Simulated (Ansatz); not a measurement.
Mulliken charges of C2H4O2Si, SMILES `O=C1CO[SiH2]1` from r2SCAN/def2-TZVPP in Ansatz (PBE0-D4/def2-TZVP geometry).

```json
{"atom": "O1", "x (Å)": "-1.278", "y (Å)": "-0.165", "z (Å)": "-1.806", "charge (e)": "-0.255"}
{"atom": "C2", "x (Å)": "-0.600", "y (Å)": "-0.089", "z (Å)": "-0.831", "charge (e)": "0.038"}
{"atom": "C3", "x (Å)": "0.745", "y (Å)": "0.627", "z (Å)": "-0.609", "charge (e)": "0.204"}
{"atom": "O4", "x (Å)": "0.956", "y (Å)": "0.293", "z (Å)": "0.768", "charge (e)": "-0.431"}
{"atom": "Si5", "x (Å)": "-0.428", "y (Å)": "-0.606", "z (Å)": "1.038", "charge (e)": "0.486"}
{"atom": "H6", "x (Å)": "1.540", "y (Å)": "0.229", "z (Å)": "-1.249", "charge (e)": "0.056"}
{"atom": "H7", "x (Å)": "0.669", "y (Å)": "1.711", "z (Å)": "-0.756", "charge (e)": "0.056"}
{"atom": "H8", "x (Å)": "-0.169", "y (Å)": "-2.029", "z (Å)": "1.381", "charge (e)": "-0.077"}
{"atom": "H9", "x (Å)": "-1.347", "y (Å)": "-0.018", "z (Å)": "2.046", "charge (e)": "-0.077"}
```

By hand: the dipole of these point charges (1 e Å = 4.8032 D).

Σ q r = (0.075, 0.012, 0.102) e Å, of length 0.127 e Å = 0.61 D.

How does the dipole of the full density compare? (An estimate is asked.)

Computed: (0.111, 0.006, 0.180) e Å, 1.02 D; the point charges give 0.60 times that, at 6° from its direction.

Point charges leave out the atoms' own dipoles, such as those of lone pairs, and Mulliken's split depends on the basis, so the two needn't agree.
